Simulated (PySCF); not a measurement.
Job file and geometry (Å, from GFN2-xTB) of an NMR shielding run on SMILES C#CC[C@@H]1C[SiH2][Si@H]1N, C$_{5}$H$_{11}$NSi$_{2}$, PySCF, GIAO PBE0/pcSseg-1 NMR shielding, non-relativistic, gas phase; density fitting, a coarse starting grid and PySCF grid level 2 are the driver's defaults:

```
$ OMP_NUM_THREADS=1 python probes_run.py task.json out

{"job": {"kind": "nmr", "xc": "PBE0", "basis": "pcSseg-1"}, "charge": 0, "multiplicity": 1}
C      3.632656     0.299650    -0.555957
C      2.540120    -0.131362    -0.786802
C      1.191670    -0.603013    -1.024793
C      0.176772     0.175283    -0.189027
C      0.378507     0.000665     1.336582
Si    -1.441061    -0.109758     1.946607
Si    -1.670481    -0.360208    -0.360002
N     -2.487889     0.686427    -1.467842
H      4.597417     0.664737    -0.366334
H      1.135883    -1.668343    -0.778431
H      0.958103    -0.489458    -2.088216
H      0.288780     1.235511    -0.440401
H      0.992738     0.790996     1.765887
H      0.907954    -0.933678     1.533297
H     -1.889676     1.132095     2.597512
H     -1.663955    -1.178273     2.929707
H     -1.861229    -1.681705    -0.974232
H     -2.344879     1.680866    -1.393942
H     -3.451234     0.498817    -1.691076
```

**Question.** Write the output of this run.

**Answer.** 
```
coarse grid: 16560 points
cycle   1  E = -830.0949441898  dE =  8.718e-01  |g| = 5.811e-01  |ddm| = 4.158e+00
cycle   2  E = -830.0528619960  dE =  4.208e-02  |g| = 7.166e-01  |ddm| = 1.557e+00
cycle   3  E = -830.1761404616  dE = -1.233e-01  |g| = 8.762e-02  |ddm| = 9.967e-01
cycle   4  E = -830.1777746931  dE = -1.634e-03  |g| = 3.288e-02  |ddm| = 1.378e-01
cycle   5  E = -830.1779525346  dE = -1.778e-04  |g| = 1.945e-02  |ddm| = 3.856e-02
cycle   6  E = -830.1780430797  dE = -9.055e-05  |g| = 4.512e-03  |ddm| = 1.656e-02
cycle   7  E = -830.1780478115  dE = -4.732e-06  |g| = 1.201e-03  |ddm| = 5.532e-03
final grid: 149976 points
cycle   8  E = -830.2227541542  dE = -3.679e-05  |g| = 8.522e-03  |ddm| = 3.968e-02
cycle   9  E = -830.2227359222  dE =  1.823e-05  |g| = 1.199e-02  |ddm| = 2.229e-02
cycle  10  E = -830.2227715565  dE = -3.563e-05  |g| = 2.130e-03  |ddm| = 1.354e-02
cycle  11  E = -830.2227726118  dE = -1.055e-06  |g| = 5.241e-04  |ddm| = 1.750e-03
cycle  12  E = -830.2227726763  dE = -6.450e-08  |g| = 1.293e-04  |ddm| = 5.463e-04
cycle  13  E = -830.2227726804  dE = -4.066e-09  |g| = 2.645e-05  |ddm| = 1.434e-04
cycle  14  E = -830.2227726806  dE = -1.592e-10  |g| = 7.753e-06  |ddm| = 4.041e-05
converged SCF energy = -830.2227726806

GIAO shielding tensors (ppm)
atom      isotropic    diamagn.    paramagn.     s11        s22        s33       span
  0 C      112.940     257.990    -145.050     39.016     44.425    255.380    216.364
  1 C       96.699     260.802    -164.103     -7.615      3.893    293.821    301.435
  2 C      158.862     247.668     -88.806    145.491    157.314    173.781     28.290
  3 C      148.158     256.061    -107.902    119.953    157.951    166.571     46.617
  4 C      176.187     252.972     -76.785    158.066    173.298    197.197     39.130
  5 Si     409.950     881.218    -471.267    359.156    385.484    485.212    126.056
  6 Si     349.627     880.270    -530.644    297.857    350.757    400.265    102.407
  7 N      248.158     315.311     -67.153    217.359    242.563    284.550     67.191
  8 H       30.374      34.475      -4.101     24.908     25.179     41.036     16.128
  9 H       29.474      29.234       0.241     24.597     29.897     33.929      9.331
 10 H       29.002      28.093       0.909     22.988     29.084     34.934     11.946
 11 H       29.638      35.092      -5.454     27.285     29.112     32.516      5.231
 12 H       29.781      32.127      -2.345     24.954     28.261     36.129     11.175
 13 H       30.980      32.623      -1.643     26.486     30.696     35.758      9.272
 14 H       27.331      29.951      -2.620     24.510     25.252     32.230      7.720
 15 H       27.311      29.486      -2.175     23.745     25.109     33.080      9.335
 16 H       26.479      29.618      -3.139     23.666     25.598     30.172      6.506
 17 H       31.346      31.660      -0.313     23.808     29.394     40.836     17.028
 18 H       31.534      28.110       3.424     23.902     26.910     43.791     19.889
```

**Question.** Turn these shieldings into chemical shifts. δ = σ(ref) − σ, references computed at the same level: TMS for 13C (σ = 186.93 ppm), 29Si (σ = 349.16 ppm), 1H (σ = 31.72 ppm); 15N (σ = 267.73 ppm) vs NH3.

**Answer.** Averaging equivalent atoms: C 1: 90.2; C 0: 74.0; C 3: 38.8; C 2: 28.1; C 4: 10.7; Si 6: -0.5; Si 5: -60.8; N 7: 19.6; H 16: 5.24; H 15: 4.41; H 14: 4.39; H 10: 2.71; H 9: 2.24; H 11: 2.08; H 12: 1.94; H 8: 1.34; H 13: 0.74; H 17/18: 0.28 ppm. Experimental scales use liquid or dissolved standards, which lie at an offset from isolated NH3 (liquid NH3: subtract about 20 ppm).

Size and cost of the density-fitted run: 205 basis functions, 86 s wall time on 1 thread of an Arm Neoverse N1, shared host; peak memory 0.93 GiB.
